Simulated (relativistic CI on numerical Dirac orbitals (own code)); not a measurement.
Method of calculation: Dirac-Coulomb-Breit CI, orbitals from a KLI potential per configuration, model QED, unscaled Slater integrals (own radial code, finite nucleus).

The strongest absorption lines from the ground level of an ion, among the configurations computed and to levels below about 233 eV (vacuum wavelength in Å, gf): 97.963 (0.24), 98.985 (0.25), 101.97 (2.4), 102.88 (0.73), 104.05 (0.98), 106.25 (0.94), 109.42 (0.15), 182.49 (0.15).

**Question.** Which ion is it?
A. Kr¹⁸⁺
B. Sr²²⁺
C. Kr²⁰⁺
D. Se¹⁸⁺

**Answer.** C. Kr²⁰⁺ has 16 electrons and the ground level 3s²3p⁴ ³P2; the strongest line goes to 3s²3p³3d ³D°3. The pattern of lines fixes the number of electrons, and along that sequence the line energies rise steadily with the charge (about as its square where n changes within one kind of shell, about linearly where n is kept but much faster in heavy ions where fine structure, which grows about as Z⁴, sets the gap, and irregularly where shells cross), which fixes Z. Configurations outside the model, such as inner-shell arrays, can give stronger lines. At this charge energies of transitions that change n are usually good to better than 1 %, and those within a shell (Δn = 0) to a few per cent.

LS names give the leading component of a level, which can be under half, so a name can repeat, a term be missing and a line seem to break the LS rules.
